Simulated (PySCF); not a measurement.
SMILES [SiH3][Ge][NH2] (H₅GeNSi) (PBE0/def2-SVP optimised geometry):

```
8

Ge    -1.027    -0.873     0.000
N     -1.139     0.940     0.000
H     -2.040     1.410    -0.001
H     -0.368     1.601     0.001
Si     1.454    -0.873     0.000
H      1.993    -1.575    -1.212
H      1.997    -1.601     1.195
H      2.040     0.513     0.014
```

Computed with PBE0/def2-TZVP (PySCF).

Problem. What are the frontier orbital energies and the dipole moment?

Solution. HOMO-2 -9.11 eV, HOMO-1 -8.27 eV, HOMO -6.18 eV, LUMO -1.99 eV, LUMO+1 -0.02 eV; dipole moment 1.86 D.

On the same geometry PBE/def2-TZVP in PySCF 2.14.0 gives HOMO-2 -7.84 eV, HOMO-1 -6.99 eV, HOMO -5.22 eV, LUMO -2.77 eV, LUMO+1 -0.79 eV; dipole moment 2.00 D.

Meta-Löwdin charges at PBE0/def2-TZVP: Ge1 0.22, N2 -0.60, H3 0.24, H4 0.23, Si5 0.15, H6 -0.07, H7 -0.07, H8 -0.09.
